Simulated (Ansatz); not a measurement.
`C[CH2][Al]([NH2])[OH]` and `C[CH2][Al]([OH])[SH]` differ in one atom or group.

Ansatz, PBE0-D4/def2-TZVP geometries, multiplicity 1. Each molecule was computed in one conformer, which needn't be the lowest.

```
                                        property  `C[CH2][Al]([NH2])[OH]`
           LUMO energy (ωB97M-V/def2-TZVPP) / eV                     1.55
           HOMO–LUMO gap (B3LYP/def2-TZVPP) / eV                     6.82
           HOMO energy (ωB97M-V/def2-TZVPP) / eV                    -9.69
             LUMO energy (B3LYP/def2-TZVPP) / eV                    -0.20
              HOMO energy (PBE0/def2-TZVPP) / eV                    -7.26
size of the dipole moment (B3LYP/def2-TZVPP) / D                     1.71
```

(1) Give the same properties after the change, and the shifts. (An estimate is asked.)

Results:

(1) Computed: 
```csv
property,`C[CH2][Al]([OH])[SH]`,shift
LUMO energy (ωB97M-V/def2-TZVPP) / eV,1.35,-0.20
HOMO–LUMO gap (B3LYP/def2-TZVPP) / eV,6.86,0.04
HOMO energy (ωB97M-V/def2-TZVPP) / eV,-9.78,-0.09
LUMO energy (B3LYP/def2-TZVPP) / eV,-0.45,-0.25
HOMO energy (PBE0/def2-TZVPP) / eV,-7.58,-0.32
size of the dipole moment (B3LYP/def2-TZVPP) / D,0.87,-0.84
```

With PBE0 the HOMO falls by 0.32 eV and the LUMO falls by 0.27 eV, so the gap widens by about 0.05 eV. PBE moves the HOMO by -0.51 eV and ωB97M-V by -0.09 eV. The zero-point energy changes by -42.2 kJ/mol with -3 modes. Dipoles are sizes alone; their direction can turn.

B3LYP here is the variant with VWN-RPA as its local correlation; programs differ in this.
